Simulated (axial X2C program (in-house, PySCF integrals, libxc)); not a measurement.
Values are calculated unless marked as measured or tabulated.
# YSi: input and output of an EOM-EA-CCSD run

Program: an axial X2C code built on PySCF integrals.

Input and command:
```json
{"zs": [39, 14], "q": 0, "bas": ["dyall-acv3z", "dyall-av3z"], "r0": 2.79, "eom": "ea", "thr": -2.0, "nmax": 92, "grid": [1, 0.96, 1.045, 0.92, 1.09, 1.15]}
```
```bash
python soeom.py task.json out
```

Keys: zs atomic numbers; q charge; bas basis sets; r0 starting distance in Å; eom kind of EOM run; thr threshold in hartree for freezing inner shells (an s shell follows its p shell); nmax most natural virtual spinors; grid distances as factors.

Output at R = 2.664 Å (near the PBE0 minimum at charge 0 of the determinant lowest at the starting distance; the state shown can have its own minimum elsewhere), reference YSi⁺:

```
two-component X2C + atomic mean field  HF
basis functions 232  fitting functions 1122  grid points 5083
iter        total energy     max residual
   1      -3670.888799596     3.83e-01
   2      -3670.911434870     7.44e-03
   3      -3670.912550913     3.19e-02
   4      -3670.913068679     4.20e-03
   5      -3670.913139742     1.69e-03
   6      -3670.913157930     1.16e-03
   7      -3670.913163224     2.52e-04
   8      -3670.913167574     5.10e-04
   9      -3670.913170236     5.55e-04
  10      -3670.913171865     2.26e-04
  11      -3670.913173032     1.08e-04
  12      -3670.913174609     4.16e-04
  13      -3670.913176811     5.82e-04
  14      -3670.913179194     4.65e-04
  15      -3670.913180966     1.35e-04
  16      -3670.913181982     1.25e-04
  17      -3670.913182451     1.76e-04
  18      -3670.913182637     9.32e-05
  19      -3670.913182678     1.69e-05
  20      -3670.913182682     4.36e-06
  21      -3670.913182683     4.35e-06
  22      -3670.913182683     1.69e-06
converged
one-electron -5278.72658915  Coulomb 1629.43680129  exact exchange -128.58357192  xc functional 0.00000000  nuclear repulsion 108.45749143  atomic mean-field constant -1.49731434
correlated 14  virtual 332  natural virtual 92  E(MP2) -0.373436234  MP2 remainder -0.074044337
iter   CCSD correlation   residual
   1     -0.308928352   2.11e-01
   2     -0.318636812   1.29e-01
   3     -0.325379017   6.57e-02
   4     -0.325674042   3.27e-02
   5     -0.326135867   2.10e-02
   6     -0.326469011   1.31e-02
   7     -0.326473564   7.03e-03
   8     -0.326598867   3.83e-03
   9     -0.326555446   2.13e-03
  10     -0.326588218   1.21e-03
  11     -0.326571501   8.20e-04
  12     -0.326575205   5.90e-04
  13     -0.326578669   4.18e-04
  14     -0.326577108   3.33e-04
  15     -0.326578790   2.57e-04
  16     -0.326578479   2.02e-04
  17     -0.326578390   1.51e-04
  18     -0.326579231   1.10e-04
  19     -0.326577927   7.86e-05
  20     -0.326578273   5.74e-05
  21     -0.326578034   3.42e-05
  22     -0.326577841   1.90e-05
  23     -0.326577969   1.15e-05
  24     -0.326577954   7.46e-06
(T) -0.019238310  T1 0.0541  D1 0.1272  max T2 0.158
EOM-EA-CCSD roots
2*Omega      energy/Eh   energy/eV  one-particle weight
    1      -0.21274925     -5.7892      0.932
    1      -0.17055823     -4.6411      0.916
    1      -0.16171355     -4.4004      0.922
    1      -0.13204485     -3.5931      0.003
    1      -0.11565637     -3.1472      0.378
    3      -0.21462773     -5.8403      0.886
    3      -0.17673332     -4.8092      0.919
    3      -0.16134299     -4.3904      0.922
    3      -0.14175428     -3.8573      0.001
    5      -0.17083141     -4.6486      0.916
    5      -0.12691454     -3.4535      0.000
    7      -0.09691291     -2.6371      0.000
```
T1 in the output is the amplitude norm over the root of the electron number; divide by √2 for the Lee–Taylor value.

Reference electrons by ω block (each with its −ω partner): 1/2: 19, 3/2: 6, 5/2: 1. Root energies count from the CCSD energy of the reference. The reference has large amplitudes (orbital relaxation or multireference character). Roots of positive energy are unbound. The reference need not be the lowest state of its species. All roots sought are printed; those with a small one-particle weight need a further excitation, are placed far too high, and may in truth lie low or lowest. Inner shells are frozen, and levels at this size can be off by some tenths of an eV.
